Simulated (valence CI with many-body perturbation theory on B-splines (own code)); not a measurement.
Xe39+ in brief

Computed by valence CI with perturbative core correlation (CI+MBPT): five valence electrons over a frozen Dirac-Fock core [Ne], radial functions for each j: 11 s, 11 p, 10 d, 8 f, 5 g, 2 h, with the one-electron correlation potential Σ1 (screened to all orders), the two-electron term Σ2, the three-electron term Σ3, Breit, model QED; selected single and double excitations, second order for the rest, scaled by the run's own slope (own B-spline code, finite nucleus).

No measured spectrum was set against this ion. As an estimate, large intervals hold to a few tenths of a per cent, small ones and those within an open d or f shell to about a per cent. Among the levels kept, up to 4700 cm⁻¹ of a level comes from second order outside the variational space, and about a tenth of that is noise between levels of different J, which matters for small intervals.

Levels are named by their leading jj configuration (3d3/2^4 stands for four electrons in 3d with j = 3/2), which in mixed levels can hold well under half, so a name can repeat and another be missing.

Rates and lifetimes use the calculated energies. Strong lines usually hold to 10 to 20 %, long lifetimes can be off by a factor of two.

Q: What is the ground level?

A: (3s^2 3p1/2^2 3p3/2) J=3/2, composition 44 % 3s2 3p3 2P° + 30 % 3s2 3p3 4S° + 25 % 3s2 3p3 2D°, g = 1.399.

Q: Name the longest-lived excited levels whose lifetime is computed, and their main decay.

A: (3s^2 3p1/2 3p3/2^2) J=5/2 at 5.826 Ry lives 1.39 μs, mostly by M1 to (3s^2 3p1/2^2 3p3/2) J=3/2; (3s^2 3p1/2 3p3/2^2) J=1/2 at 6.565 Ry lives 335 ns, mostly by M1 to (3s^2 3p1/2^2 3p3/2) J=3/2; (3s^2 3p1/2 3p3/2^2) J=3/2 at 5.226 Ry lives 260 ns, mostly by M1 to (3s^2 3p1/2^2 3p3/2) J=3/2. The lifetime of (3s^2 3p1/2 3p3/2 3d5/2) J=9/2 is too uncertain to give, and may be longer.

Q: Where does the other parity begin?

A: At (3s^2 3p1/2^2 3d3/2) J=3/2, 11.147 Ry.

Q: Among levels below 39.919 Ry, which E1 lines absorb most strongly from the ground level?

A: to (3s^2 3p1/2 3p3/2 3d3/2) J=3/2 at 4.875 nm, f = 0.276; to (3s^2 3p1/2 3p3/2 3d3/2) J=5/2 at 4.962 nm, f = 0.250; to (3s^2 3p1/2 3p3/2 3d3/2) J=1/2 at 4.879 nm, f = 0.0974.

Q: What is the ionisation energy?

A: 2812.9 eV; NIST lists 2811 ± 4 eV (theoretical).
